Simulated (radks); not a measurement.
Values are calculated unless marked as measured or tabulated.
Mean orbital radii <r> (bohr) of the erbium ion Er+, [Xe] 4f12 6s1, at several levels of relativity; Dirac values are averaged over j with weights 2j + 1. Spin-unpolarised spherical Kohn-Sham, PBEsol, point nucleus unless stated (finite: rms radius 5.2516 fm), a radial shooting solver on a logarithmic mesh with Libxc functionals. A level marked "c x" has the speed of light scaled by that factor and shares open shells by 2j + 1; other Dirac levels either fill j = l - 1/2 first or share by 2j + 1.

shell       non-rel.  scalar-rel., finite nucleus  Dirac, low j first  Dirac, c x 10  change of magnitude, last against first (%)
3s            0.2425                       0.2254              0.2250         0.2424                                        -0.07
3p            0.2323                       0.2246              0.2238         0.2323                                        -0.04
3d            0.2050                       0.2038              0.2038         0.2050                                        -0.01
4s            0.5461                       0.5083              0.5082         0.5457                                        -0.07
4p            0.5573                       0.5392              0.5383         0.5571                                        -0.03
4d            0.5860                       0.5840              0.5843         0.5860                                        0.00
5s             1.360                        1.253               1.254          1.359                                        -0.07
5p             1.545                        1.493               1.491          1.544                                        -0.03
4f            0.7829                       0.8266              0.8289         0.7832                                        +0.05
6s             3.890                        3.618               3.619          3.887                                        -0.06
5d (empty)     2.677                        2.785               2.788          2.678                                        +0.04
6p (empty)     4.818                        4.732               4.724          4.818                                        -0.02
